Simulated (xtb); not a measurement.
CH₃ (SMILES [CH3-]), charge -1, singlet, at a GFN2-xTB geometry. Base run: GFN2-xTB (xtb).

Geometry (Å):
```xyz
4

C      0.0944     0.0984     0.1007
H     -0.6272    -0.6214     0.6246
H      0.6640    -0.6085    -0.5988
H     -0.6034     0.6393    -0.6301
```
Charge -1, spin multiplicity 1.
All else is at xtb's defaults.
Base energy -3.71831 Eh.

Variants of this job, named by their change:

```csv
change,ΔE vs base (mEh),HOMO-LUMO gap (eV),G_solv (kcal/mol),SCF cycles
base,0.000,11.75,-,9
alpb = dmso,-110.4,11.63,-70.15,9
alpb = ch2cl2,-105.2,11.74,-65.99,9
acc = 30,0.000,11.75,-,8
gbsa = chcl3,-107.4,11.74,-67.39,9
```

ALPB and GBSA are two models with their own fitted parameters for each solvent, which aren't always the measured dielectric constant.
